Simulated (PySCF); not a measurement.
Gas-phase reaction: SnH3F + 2 SnCl3 + 4 F2 → 3 Cl2 + 3 SnHF3

Method: PySCF energies plus ideal-gas RRHO corrections (1 bar). † marks an energy on the PBE0/def2-TZVP geometry and frequencies; other levels use their own. MP2 freezes the core. Open shells (unrestricted): SnCl3 (multiplicity 2); the rest are closed-shell singlets. B3LYP is the form with VWN-RPA correlation. Sn: scalar-relativistic def2 core potential, no spin-orbit coupling. SnH3F, SnCl3, SnHF3: computed as isolated molecules; such fragments, hydroxides, amides, oligomers or adducts are transient or little studied in the gas. MP2 isn't extrapolated to the basis-set limit; its ΔH°(298 K) is -1624.2 kJ in def2-SVP and -1738.3 kJ in def2-TZVPP. The harmonic model lacks anharmonicity and excited electronic states, which grow with temperature; levels with a mode under 35 cm⁻¹ are left out. Soft modes under 120 cm⁻¹ make the harmonic entropy rough for SnCl3.

```csv
level,"ΔE electronic, kJ","ΔH°(298 K), kJ","ΔS°(298 K), J/K","ΔG°(2500 K), kJ"
B3LYP/def2-TZVP†,-1627,-1623,-170,-1235
MP2/def2-SVP†,-1628,-1624,-170,-1235
PBE/def2-SVP,-1382,-1378,-168,-993
PBE0/def2-SVP†,-1430,-1426,-170,-1037
PBE0/def2-TZVP,-1618,-1614,-170,-1225
r2SCAN/def2-TZVP†,-1616,-1612,-170,-1223
```
ΔH° is lowest at MP2/def2-SVP† and highest at PBE/def2-SVP. No reference value is set beside these.
